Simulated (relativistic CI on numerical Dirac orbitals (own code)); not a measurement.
**Electric-dipole lines of Pb47+**

Computed by Dirac-Coulomb-Breit CI, orbitals from a KLI potential per configuration, model QED (radiative potential, 1s self-energy scaled to tabulated hydrogen-like ionisation energies), unscaled Slater integrals (own radial code, finite nucleus).

CI space (outside the closed core [Ar] 3d10): 4s2 4p5, 4s 4p6, 4s2 4p4 4d, 4s 4p5 4d, 4s2 4p4 4f, 4s 4p5 4f, 4p6 4d, 4s 4p4 4d2, 4s2 4p3 4d 4f, 4p6 4f, 4p5 4d 4f, 4s 4p4 4f2, 4s2 4p4 5s, 4p6 5s, 4s2 4p4 5p, 4s 4p4 4d 5s, 4s2 4p3 4f 5s, 4s 4p5 5s, 4s2 4p4 5d, 4s2 4p4 5f, 4s 4p5 5p, 4s2 4p4 5g, 4s 4p5 5d, 4p5 4f 5s, 4s 4p5 5f, 4s2 4p4 6s, 4s 4p5 5g, 4s2 4p3 4d2, 4s2 4p2 4d3, 4s 4p3 4d3, 4s2 4p2 4d2 4f, 4s 4p3 4d2 4f, 4s2 4p2 4d2 5s, 4p5 4d2, 4p4 4d3, 4p4 4d2 4f, 4p4 4d2 5s, 4p5 4d 5s, 4p4 4d 4f 5s, 4p4 4d 5s2, 4s2 4p3 5s2, 4s2 4p2 4d 5s2, 4s 4p3 4d 5s2, 4s2 4p2 4f 5s2, 4s 4p3 4f 5s2. Double excitations out of closed p, d and f shells are left out; levels of such configurations are missing from the list, as are those of other unlisted configurations, and high levels can miss mixing partners. These lack a partner that the ground configuration has and come out too high: 4s2 4p4 5p, 4s 4p5 5s, 4s2 4p4 5d, 4s2 4p4 5f, 4s 4p5 5p.

```tsv
λ vac (Å)	Lower	Upper	A (s⁻¹)	log gf	S velocity/length
33.054	4s2 4p4 4d 4D_3/2 [3]	4s2 4p3 4d2 4P°_1/2 [100]	4.46e+12	0.16	0.98
33.060	4s2 4p4 4d 4D_5/2 [4]	4s2 4p3 4d2 4D°_3/2 [103]	2.61e+12	0.23	0.98
33.100	4s2 4p4 4d 2D_3/2 [7]	4s2 4p3 4d2 2D°_3/2 [114]	4.90e+12	0.51	0.98
33.180	4s2 4p4 4d 2F_7/2 [6]	4s2 4p3 4d2 4F°_7/2 [106]	2.97e+12	0.59	0.98
33.185	4s2 4p4 4d 2F_7/2 [6]	4s2 4p3 4d2 4D°_5/2 [105]	2.65e+12	0.42	0.97
33.348	4s2 4p4 4d 4F_9/2 [9]	4s2 4p3 4d2 4D°_7/2 [133]	3.84e+12	0.71	0.96
33.483	4s2 4p4 4d 2F_7/2 [8]	4s2 4p3 4d2 4P°_5/2 [129]	3.89e+12	0.59	0.97
33.609	4s2 4p4 4d 4F_9/2 [9]	4s2 4p3 4d2 4F°_9/2 [128]	2.19e+12	0.57	0.99
33.749	4s2 4p4 4d 2F_7/2 [8]	4s2 4p3 4d2 4D°_7/2 [127]	2.61e+12	0.55	0.99
33.756	4s2 4p4 4d 2D_5/2 [11]	4s2 4p3 4d2 2F°_7/2 [151]	2.92e+12	0.60	1.01
33.760	4s2 4p4 4d 2F_7/2 [8]	4s2 4p3 4d2 2G°_9/2 [126]	2.57e+12	0.64	1.01
33.840	4s2 4p5 2P°_3/2 [1]	4s2 4p4 4d 2S_1/2 [22]	4.76e+12	0.21	1.01
33.917	4s2 4p5 2P°_3/2 [1]	4s2 4p4 4d 2P_3/2 [21]	3.15e+12	0.34	1.01
33.929	4s2 4p4 4d 4F_9/2 [9]	4s2 4p3 4d2 4G°_11/2 [125]	2.20e+12	0.66	1.01
33.943	4s2 4p5 2P°_3/2 [1]	4s2 4p4 4d 2D_5/2 [20]	3.41e+12	0.55	1.02
34.103	4s2 4p4 4d 2G_9/2 [29]	4s2 4p3 4d2 2H°_11/2 [380]	2.40e+12	0.70	1.00
34.289	4s2 4p5 2P°_1/2 [2]	4s2 4p4 4d 2D_3/2 [83]	2.62e+12	0.27	1.02
34.697	4s2 4p4 4d 2D_5/2 [20]	4s2 4p3 4d2 2G°_7/2 [351]	3.16e+12	0.66	0.99
35.386	4s2 4p4 4d 2F_7/2 [6]	4s2 4p3 4d2 2G°_9/2 [90]	1.00e+12	0.27	1.00
35.589	4s2 4p4 4d 4D_5/2 [4]	4s2 4p3 4d2 4G°_7/2 [88]	1.12e+12	0.23	1.00
45.790	4s2 4p4 4d 2G_7/2 [18]	4s2 4p4 4f 2H°_9/2 [176]	1.76e+12	0.74	0.99
45.915	4s2 4p4 4d 4F_5/2 [17]	4s2 4p4 4f 4G°_7/2 [170]	1.56e+12	0.60	0.99
46.735	4s2 4p4 4d 2F_7/2 [6]	4s2 4p4 4f 4G°_9/2 [59]	1.29e+12	0.62	0.99
47.410	4s2 4p4 4d 2D_5/2 [20]	4s2 4p3 4d2 2F°_7/2 [199]	1.48e+12	0.60	0.99
49.990	4s2 4p5 2P°_1/2 [2]	4s2 4p4 4d 2P_1/2 [42]	1.80e+12	0.13	1.02
51.181	4s2 4p4 4d 2F_7/2 [8]	4s2 4p4 4f 2G°_9/2 [63]	5.38e+11	0.33	0.98
51.194	4s2 4p5 2P°_1/2 [2]	4s2 4p4 4d 2D_3/2 [35]	1.13e+12	0.25	1.02
51.626	4s2 4p4 4d 4F_9/2 [9]	4s2 4p4 4f 4G°_11/2 [62]	7.09e+11	0.53	0.99
51.793	4s2 4p5 2P°_3/2 [1]	4s2 4p4 4d 2D_5/2 [13]	9.68e+11	0.37	1.03
52.626	4s2 4p5 2P°_3/2 [1]	4s2 4p4 4d 2P_3/2 [12]	6.84e+11	0.06	1.01
```

Terms are leading LS components. Brackets give the number of a level in order of energy, since labels repeat. The list gives strong lines, with weight on those to low levels, among the lowest 400 of 9444 levels, so that lines to higher ones, which can be the strongest, are missing. Levels whose partners in the same complex of configurations lie outside the list can be far off, and so can their lines. Rates are taken at the computed energies, electric ones in the length gauge. A velocity-to-length ratio far from 1 marks an uncertain rate.

At this charge energies of transitions that change n are usually good to better than 1 %, and those within a shell (Δn = 0) to a few per cent.

LS names give the leading component of a level, which can be under half, so a name can repeat, a term be missing and a line seem to break the LS rules.
